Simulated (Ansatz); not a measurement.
C₃H₁₂FGeInSi, SMILES `CC[C@@H]([GeH3])[Si@@H](F)[InH2]`, charge 0, multiplicity 1.

(1) Give a relaxed structure at PBE0-D4/def2-TZVP (the Gaussian-basis code of Ansatz). (Estimate.)

Results:

(1) The calculation gave: 
```xyz
19

C    -0.150   -1.158   -1.505
C    -0.362   -1.253   -0.002
C     0.372   -0.175    0.807
Ge    2.336   -0.376    0.753
Si   -0.155    1.581    0.433
F     0.648    2.131   -0.858
In   -2.704    1.734    0.014
H    -0.718   -1.929   -2.029
H    -0.463   -0.186   -1.899
H     0.902   -1.283   -1.770
H    -0.057   -2.247    0.343
H    -1.438   -1.189    0.215
H     0.129   -0.300    1.872
H     2.969    0.549    1.807
H     2.921   -0.037   -0.625
H     2.679   -1.841    1.090
H     0.285    2.443    1.571
H    -3.385    2.278   -1.478
H    -3.810    1.259    1.262
```
This is one stationary point; other conformers may exist.
